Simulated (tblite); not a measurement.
Species: C5H6F3N.
Numbering: `[CH3:1][C:2]([CH3:3])([C:4]#[N:5])[C:6]([F:7])([F:8])[F:9]` (hydrogens: H10, H11, H12 on C1; H13, H14, H15 on C3)

Computed with GFN2-xTB (tblite), gas phase: nudged elastic band of 9 images (0 to 8), spring 0.2 eV/Å², climbing image at the end, force threshold 0.05 eV/Å. The top image wasn't refined or checked by frequencies; at this threshold it can lie a kcal/mol or more above the true saddle point of the method.

Path: rotation about C2–C6 (sp3 carbon next to a nitrile, CF3 carbon), followed by the dihedral C4–C2–C6–F9. Start geometry (image 0):
```
atom  x, y, z in Å
C1     -0.838   -1.191   -0.362
C2     -0.040   -0.013    0.211
C3      1.473   -0.251    0.127
C4     -0.421    0.201    1.597
N5     -0.713    0.348    2.691
C6     -0.391    1.260   -0.575
F7     -0.068    1.140   -1.872
F8      0.257    2.340   -0.120
F9     -1.698    1.544   -0.533
H10    -0.612   -2.095    0.199
H11    -0.569   -1.345   -1.405
H12    -1.907   -0.998   -0.299
H13     2.019    0.597    0.538
H14     1.736   -1.142    0.692
H15     1.767   -0.390   -0.911
```

The converged band, energies from image 0, some withheld:

```tsv
image	dihedral (°)	C4–C2 (Å)	C2–C6 (Å)	C6–F9 (Å)	C4–C2–C6 (°)	C2–C6–F9 (°)	E (kJ/mol)
0	-60	1.454	1.537	1.339	107.8	112.5	0.0
1	-45	1.454	1.540	1.339	107.5	112.4	?
2	-30	1.455	1.546	1.339	107.7	112.5	8.3
3	-15	1.456	1.552	1.339	107.9	112.7	13.4
4	0	1.456	1.554	1.339	108.1	112.8	?
5	16	1.456	1.552	1.339	107.9	112.7	?
6	31	1.455	1.546	1.339	107.6	112.4	8.0
7	46	1.455	1.540	1.339	107.3	112.2	2.4
8	60	1.454	1.537	1.339	107.9	112.6	0.0
```

Task: Estimate the withheld energies, and name the highest image.

Result: image 1: 2.6 kJ/mol; image 4: 15.3 kJ/mol; image 5: 13.2 kJ/mol. The highest is image 4.

Task: Between which neighbours does the energy rise most, and fall most?

Result: It rises most from image 1 to 2 (+5.7 kJ/mol) and falls most from image 6 to 7 (-5.6 kJ/mol).

Task: Give the height of the top above the start in other units, and in kT at 298.15 K.

Result: 0.1584 eV = 3.65 kcal/mol = 15.3 kJ/mol = 1277 cm⁻¹, or 6.2 kT.

The cost below is that of the whole band run. The run took 2.3 s of wall time on one thread of an Arm Neoverse V2, shared host, and the process peaked at 0.19 GiB of memory.
